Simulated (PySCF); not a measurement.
**Steps of a relaxation of [Dy(H2O)4]3+**

[Dy(H2O)4]3+ (singlet in the valence; each metal's 4f electrons, 9 of them, lie in its core potential, out of spins and levels; a saddle point, relaxed within its symmetry). PySCF 2.14.0, RKS PBE0, Dy lcecp-1-SVP with ECP55, O def2-SVP, H def2-SVP; non-relativistic Hamiltonian with scalar-relativistic core potentials where named; density fitting; no spin-orbit coupling. Origin of the start: template. Columns: position (Å) and force (eV/Å). Energies are counted from the last step; some of the 7 steps are shown. Forces carry noise of the integration grid, about 0.01 to 0.03 eV/Å.

Run from Python with OMP_NUM_THREADS=2. Where DIIS fails, smearing, a level shift and second-order steps follow.
It took 38 s on 2 threads of Intel(R) Xeon(R) 6975P-C (Granite Rapids), on a shared host, from the converged density of the start.

```xyz
13
step 0  E = 0.488 eV
Dy    0.0000    0.0000    0.0000     0.00    0.00    0.00
O     1.4131    1.4131    1.4131    -1.16   -1.09   -1.09
H     1.7537    1.2092    2.2982     0.23   -0.08    0.49
H     1.7537    2.2982    1.2092     0.23    0.49   -0.08
O    -1.4131   -1.4131    1.4131     1.15    1.09   -1.09
H    -1.7537   -1.2092    2.2982    -0.23    0.08    0.49
H    -1.7537   -2.2982    1.2092    -0.23   -0.49   -0.08
O     1.4131   -1.4131   -1.4131    -1.16    1.09    1.09
H     1.7537   -2.2982   -1.2092     0.23   -0.49    0.08
H     1.7537   -1.2092   -2.2982     0.23    0.08   -0.49
O    -1.4131    1.4131   -1.4131     1.15   -1.09    1.09
H    -1.7537    2.2982   -1.2092    -0.23    0.49    0.08
H    -1.7537    1.2092   -2.2982    -0.23   -0.08   -0.49
```

```xyz
13
step 2  E = 0.054 eV
Dy    0.0000    0.0000    0.0000     0.00    0.00    0.00
O     1.3363    1.3315    1.3315     0.17    0.31    0.31
H     1.6915    1.1573    2.2430    -0.19   -0.09   -0.40
H     1.6915    2.2430    1.1573    -0.19   -0.40   -0.09
O    -1.3363   -1.3315    1.3315    -0.17   -0.31    0.31
H    -1.6915   -1.1573    2.2430     0.19    0.09   -0.40
H    -1.6915   -2.2430    1.1573     0.19    0.40   -0.09
O     1.3363   -1.3315   -1.3315     0.17   -0.31   -0.31
H     1.6915   -2.2430   -1.1573    -0.19    0.40    0.09
H     1.6915   -1.1573   -2.2430    -0.19    0.09    0.40
O    -1.3363    1.3315   -1.3315    -0.17    0.31   -0.31
H    -1.6915    2.2430   -1.1573     0.19   -0.40    0.09
H    -1.6915    1.1573   -2.2430     0.19   -0.09    0.40
```

```xyz
13
step 4  E = 0.001 eV
Dy    0.0000    0.0000    0.0000     0.00    0.00    0.00
O     1.3034    1.3160    1.3160     0.05    0.04    0.04
H     1.6744    1.1182    2.2057    -0.01   -0.03    0.02
H     1.6744    2.2057    1.1182    -0.01    0.02   -0.03
O    -1.3034   -1.3160    1.3160    -0.05   -0.04    0.04
H    -1.6744   -1.1182    2.2057     0.01    0.03    0.02
H    -1.6744   -2.2057    1.1182     0.01   -0.02   -0.03
O     1.3034   -1.3160   -1.3160     0.05   -0.04   -0.04
H     1.6744   -2.2057   -1.1182    -0.01   -0.02    0.03
H     1.6744   -1.1182   -2.2057    -0.01    0.03   -0.02
O    -1.3034    1.3160   -1.3160    -0.05    0.04   -0.04
H    -1.6744    2.2057   -1.1182     0.01    0.02    0.03
H    -1.6744    1.1182   -2.2057     0.01   -0.03   -0.02
```

Question: Where does the relaxation end?

Answer: It converges at step 6 in D2d:
```xyz
13
step 6  E = 0
Dy    0.0000    0.0000    0.0000
O     1.3081    1.3186    1.3186
H     1.6773    1.1183    2.2087
H     1.6773    2.2087    1.1183
O    -1.3081   -1.3186    1.3186
H    -1.6773   -1.1183    2.2087
H    -1.6773   -2.2087    1.1183
O     1.3081   -1.3186   -1.3186
H     1.6773   -2.2087   -1.1183
H     1.6773   -1.1183   -2.2087
O    -1.3081    1.3186   -1.3186
H    -1.6773    2.2087   -1.1183
H    -1.6773    1.1183   -2.2087
```

Question: How did the contacts change?

Answer: 
| contact | start (Å) | end (Å) |
| --- | --- | --- |
| Dy1–O2 (H2O) | 2.448 | 2.278 |
| Dy1–O5 (H2O) | 2.448 | 2.278 |
| Dy1–O8 (H2O) | 2.448 | 2.278 |
| Dy1–O11 (H2O) | 2.448 | 2.278 |


An lcecp potential fixes the number of 4f electrons, so in runs with it no electron can move into or out of that shell.
